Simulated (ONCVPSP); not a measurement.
chlorine (Cl): one change to an ONCV potential, before and after

- Element: chlorine (Cl)
- Generator: ONCVPSP 4.0.1
- Type: optimised norm-conserving Vanderbilt (ONCV)
- Functional: PBEsol
- Relativity: non-relativistic
- Frozen core: [He]
- Valence charge: 15
- Reference configuration: 2s2 2p6 3s1 3p6
- Partial waves: 2s+3s: rc 0.60 bohr, ncon 4, nbas 7, qcut 21.4 1/bohr, 3 projectors, debl 1.6 Ha; 2p+3p: rc 0.65 bohr, ncon 4, nbas 8, qcut 17.3 1/bohr, 2 projectors; d scattering state at 0.13 Ha: rc 0.70 bohr, ncon 4, nbas 8, qcut 14.9 1/bohr, 2 projectors, debl 3.8 Ha
- Local potential: polynomial inside 0.50 bohr (lpopt 5, dvloc0 0 Ha)
- Core correction: polynomial model core, fcfact 0.65

Change: s: qcut 15.3; p: qcut 12.4; d: qcut 10.7.

Cutoffs: the cutoffs (Ha) at which the residual kinetic energy of the hardest occupied pseudo-wave falls to 1 and 0.1 mHa per electron; they do not see the model core or the augmentation charge, which bear on the density cutoff. Errors are all-electron minus pseudo energies relative to the spin-unpolarised reference configuration.

**Question.** How do hardness, ghosts and transferability respond?

**Answer.** The potential gets harder (161 Ha and 468 Ha → 508 Ha and 694 Ha); a bound ghost appears in s, which as a rule spoils a file; of the 4 tests that both files solve, the error grows in 2 and shrinks in 0 by more than 15 % and 0.3 meV (median size 4.0 → 4.4 meV).

| quantity | base | changed |
| --- | --- | --- |
| cutoff, loose | 161 Ha | 508 Ha |
| cutoff, tight | 468 Ha | 694 Ha |
| loose cutoff by channel | s 159 Ha, p 161 Ha | s 113 Ha, p 508 Ha |
| bound ghosts | none | s |
| GHOST(+) flags under 300 eV | none | none |
| error for 2s2 2p6 3s2 3p5, meV [ΔE -11.93 eV] | +0.4 | -0.4 |
| error for 2s2 2p6 3s2 3p4, meV [ΔE 1.92 eV] | +1.9 | +1.6 |
| error for 2s2 2p6 3s2 3p3, meV [ΔE 27.33 eV] | +6.0 | +7.3 |
| error for 2s2 2p6 3s2 3p1, meV [ΔE 117.78 eV] | +34 | +48 |
| s: phases at 0.61 bohr within 0.05 rad from the reference energy up to (Ha; the scan ends near 5) | to the end of the scan | to the end of the scan |
| p: phases at 0.66 bohr within 0.05 rad from the reference energy up to (Ha; the scan ends near 5) | to the end of the scan | to the end of the scan |
| d: phases at 0.71 bohr within 0.05 rad from the reference energy up to (Ha; the scan ends near 5) | to the end of the scan | to the end of the scan |
| rms error of d²Exc/dni dnj with the model core, mHa | 2.56 | 2.48 |

 A true bound ghost makes a file unfit for plane-wave use even where its test errors are small: the radial tests pick states by their node count and pass the ghost by.
